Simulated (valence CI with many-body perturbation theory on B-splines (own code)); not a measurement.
# Level structure of Ce9+

Level of theory: configuration interaction combined with many-body perturbation theory (CI+MBPT): three valence electrons over a frozen Dirac-Fock core [Kr] 4d10, a basis of 7 s, 7 p, 7 d, 7 f, 4 g, 2 h functions for each j, with the one-electron correlation potential Σ1 (screened to all orders), the two-electron term Σ2, the three-electron term Σ3, Breit, model QED; selected single and double excitations, second order for the rest, scaled by the run's own slope (own B-spline code, finite nucleus).

No measured levels were compared; by estimate levels hold to about 250 cm⁻¹ or 0.2 % of their energy and the worst to 1 %, as in measured heavy ions of charge 2 to 7; those with d or f electrons hold less well.

Levels 91 to 135 of 216, with energies above the lowest level, (5s^2 5p1/2) J=1/2. "Leading %" is the weight of the configuration and term that name the level; weights of strongly mixed levels are sums over their largest components and can fall short. In the jj column 3d3/2^4 stands for four electrons in 3d with j = 3/2. Lifetimes count E1, E2, E3, M1 and M2 decay at the calculated energies, and are blank where another channel may lead or the interval is too uncertain; long ones can be off by a factor of two.

```csv
No.,Configuration,Term,J,E (eV),Leading %,Lifetime,g,Leading jj
91,4f.5p2,4F°,7/2,51.063,30,135 ps,1.146,4f5/2 5p3/2^2 (41 %)
92,5p3,2P°,3/2,51.077,29,96.9 ps,1.072,5p3/2^3 (40 %)
93,4f2.5p,4G°,5/2,51.146,64,193 ps,0.715,4f5/2^2 5p1/2 (51 %)
94,4f2.5p,4G°,11/2,51.153,34,222 ps,1.184,4f7/2^2 5p1/2 (62 %)
95,5p3,2P°,3/2,51.250,20,106 ps,0.921,5p3/2^3 (30 %)
96,4f.5p2,4F°,5/2,51.335,23,85.2 ps,0.939,4f5/2 5p3/2^2 (59 %)
97,4f.5p2,4F°,9/2,51.341,54,104 ps,1.242,4f7/2 5p3/2^2 (76 %)
98,4f2.5p,4G°,7/2,51.376,51,320 ps,1.026,4f5/2 4f7/2 5p1/2 (84 %)
99,4f2.5p,4H°,13/2,51.411,44,305 ps,1.154,4f7/2^2 5p1/2 (71 %)
100,4f2.5p,2D°,5/2,51.577,31,292 ps,1.153,4f5/2 4f7/2 5p1/2 (78 %)
101,4f.5p2,2H°,11/2,51.601,36,152 ps,1.169,4f7/2 5p3/2^2 (67 %)
102,4f2.5p,2G°,9/2,51.643,29,263 ps,1.111,4f5/2 4f7/2 5p1/2 (68 %)
103,4f2.5p,4F°,3/2,51.690,21,181 ps,0.725,4f5/2^2 5p1/2 (26 %)
104,4f.5p2,2G°,9/2,51.776,46,115 ps,1.041,4f5/2 5p3/2^2 (68 %)
105,4f.5p2,2P°,1/2,51.902,54,115 ps,0.461,4f5/2 5p3/2^2 (66 %)
106,4f2.5p,4D°,7/2,51.955,57,236 ps,1.322,4f7/2^2 5p1/2 (47 %)
107,5s.5p.5d,4F°,7/2,52.056,32,123 ps,1.151,4f7/2^2 5p1/2 (33 %)
108,4f.5p2,2F°,5/2,52.103,19,74.4 ps,1.168,4f7/2 5p3/2^2 (48 %)
109,4f.5p2,2P°,3/2,52.107,46,103 ps,1.236,4f7/2 5p3/2^2 (51 %)
110,5s.5p.5d,4F°,7/2,52.223,28,117 ps,1.141,4f5/2 4f7/2 5p1/2 (30 %)
111,4f2.5p,2H°,9/2,52.390,44,309 ps,1.023,4f7/2^2 5p1/2 (84 %)
112,4f.5p2,2F°,7/2,52.566,56,102 ps,1.076,4f7/2 5p3/2^2 (49 %)
113,5s.5p.5d,4P°,5/2,52.690,41,40.1 ps,1.371,5s 5p1/2 5d5/2 (57 %)
114,5s.5p.5d,4D°,3/2,52.769,34,34.9 ps,1.299,5s 5p1/2 5d3/2 (42 %)
115,5s.5p.5d,4D°,1/2,52.873,68,23.2 ps,0.311,5s 5p1/2 5d3/2 (68 %)
116,4f2.5p,2F°,5/2,52.927,57,239 ps,0.963,4f5/2 4f7/2 5p1/2 (39 %)
117,4f2.5p,2P°,3/2,53.123,26,93.2 ps,1.176,4f5/2 4f7/2 5p1/2 (28 %)
118,4f2.5p,4D°,1/2,53.423,51,310 ps,1.084,4f5/2 4f7/2 5p1/2 (79 %)
119,4f2.5p,4D°,1/2,53.507,41,242 ps,1.121,4f5/2^2 5p1/2 (47 %)
120,4f2.5p,4D°,3/2,53.609,62,220 ps,1.175,4f5/2 4f7/2 5p1/2 (41 %)
121,4f2.5p,4D°,5/2,53.644,40,256 ps,1.254,4f7/2^2 5p1/2 (44 %)
122,4f2.5p,2I°,11/2,53.688,65,317 ps,0.976,4f5/2 4f7/2 5p1/2 (70 %)
123,4f2.5p,2I°,13/2,53.800,55,313 ps,1.020,4f5/2 4f7/2 5p1/2 (70 %)
124,4f2.5p,4S°,3/2,54.101,63,258 ps,1.838,4f5/2 4f7/2 5p1/2 (49 %)
125,4f2.5p,2G°,7/2,54.242,40,195 ps,0.847,4f5/2^2 5p3/2 (84 %)
126,4f2.5p,4H°,9/2,54.250,37,188 ps,0.933,4f5/2^2 5p3/2 (68 %)
127,4f2.5p,4H°,11/2,54.306,44,185 ps,1.070,4f5/2 4f7/2 5p3/2 (77 %)
128,5s.5p.5d,4F°,9/2,54.488,50,167 ps,1.182,5s 5p3/2 5d5/2 (50 %)
129,5s.5p.5d,4F°,9/2,54.491,45,169 ps,1.170,4f5/2 4f7/2 5p3/2 (46 %)
130,4f2.5p,4I°,13/2,54.521,56,178 ps,1.162,4f5/2 4f7/2 5p3/2 (59 %)
131,4f2.5p,4G°,11/2,54.597,56,196 ps,1.189,4f7/2^2 5p3/2 (48 %)
132,4f2.5p,4I°,15/2,54.894,100,175 ps,1.200,4f7/2^2 5p3/2 (83 %)
133,5s2.6s,2S,1/2,55.003,97,16.1 ps,2.002,5s^2 6s (97 %)
134,4f2.5p,4G°,5/2,55.019,53,148 ps,0.731,4f5/2^2 5p3/2 (65 %)
135,4f2.5p,4F°,3/2,55.116,54,181 ps,0.627,4f5/2^2 5p3/2 (57 %)
```

Where two levels of one J and parity lie close, their mixing, g and order are uncertain.
